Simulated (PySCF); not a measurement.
## Sn³⁺ (tin, charge +3) across methods

[Kr] 4d10 5s1, 2S determinant. Calculation: PySCF 2.14, in def2-QZVPPD with the def2 core potential (28 electrons) (8s6p5d4f1g, 88 functions); a scalar-relativistic core potential.

| method | E (hartree) | mean ε 4d α (eV) | mean ε 4d β (eV) | mean ε 5s α (eV) | Σ⟨r²⟩ (bohr²) | ⟨S²⟩ |
| --- | --- | --- | --- | --- | --- | --- |
| LDA | -211.9601 | -55.150 | -54.852 | -37.061 | 25.67 | 0.750 |
| LC-wPBE | -212.3663 | -60.300 | -60.002 | -40.276 | 25.57 | 0.750 |
| wB97X-V | -212.3284 | -60.205 | -59.972 | -39.683 | 25.58 | 0.750 |
| B3LYP | -212.4018 | -57.266 | -56.998 | -37.560 | 25.61 | 0.750 |
| UHF | -211.53480 | -64.891 | -64.626 | -39.472 | 25.66 | 0.751 |
| PBE | -212.3293 | -55.023 | -54.698 | -36.606 | 25.62 | 0.750 |
| revPBE | -212.3942 | -54.965 | -54.637 | -36.467 | 25.60 | 0.750 |
| PBE0 | -212.3490 | -57.795 | -57.485 | -37.507 | 25.58 | 0.750 |
| r2SCAN | -212.4110 | -55.683 | -55.319 | -36.848 | 25.51 | 0.751 |

Energies and moments cover only the electrons outside the core potential.
